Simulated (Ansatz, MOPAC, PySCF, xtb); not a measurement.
Torsion H4–N1–Sn2–O3 in H3NOSn (SMILES [NH2][Sn][OH]); at each angle all else is relaxed with GFN2-xTB, and the levels are single points there.
Geometry at 0° (charge 0, multiplicity 1):
```xyz
6

N     -1.190    -0.064     0.256
Sn     0.692    -0.456     1.000
O      0.186    -2.047     2.163
H     -2.040    -0.570     0.469
H     -1.436     0.672    -0.392
H     -0.699    -2.395     2.241
```

On the grid 0° to 330°, 270° is the highest and 0° the lowest point at MP2/CBS(def2-TZVPP, def2-QZVPP) + ΔCCSD(T)/def2-TZVPP.

Frozen-core correlation. Filled d and f shells under p-block atoms count as core. The state that PM3 reach isn't checked.

The values were computed with Ansatz (Gaussian orbitals); MOPAC for PM3 (differences of heats of formation); PySCF for M06-2X, the dispersion terms; xtb for the GFN methods.  In def2 rows elements past Kr take small-core potentials, without spin–orbit coupling.

```json
[
 {"level": "GFN-FF", "energy at 270° less that at 0° (meV)": "162.6"},
 {"level": "PM3", "energy at 270° less that at 0° (meV)": "419.3"},
 {"level": "BLYP-D3(BJ)/def2-TZVPP", "energy at 270° less that at 0° (meV)": "?"},
 {"level": "r2SCAN-D4/def2-TZVPP", "energy at 270° less that at 0° (meV)": "374.3"},
 {"level": "PBE0-D4/def2-TZVPP", "energy at 270° less that at 0° (meV)": "357.5"},
 {"level": "M06-2X/def2-TZVPP", "energy at 270° less that at 0° (meV)": "352.6"},
 {"level": "MP2/def2-TZVPP", "energy at 270° less that at 0° (meV)": "364.7"},
 {"level": "SCS-MP2/def2-SVP", "energy at 270° less that at 0° (meV)": "369.1"},
 {"level": "SCS-MP2/def2-TZVPP", "energy at 270° less that at 0° (meV)": "360.8"}
]
```

Q: Complete the blanks.

A: 
- BLYP-D3(BJ)/def2-TZVPP, energy at 270° less that at 0° (meV): 326.8

Ansatz is an electronic-structure program.
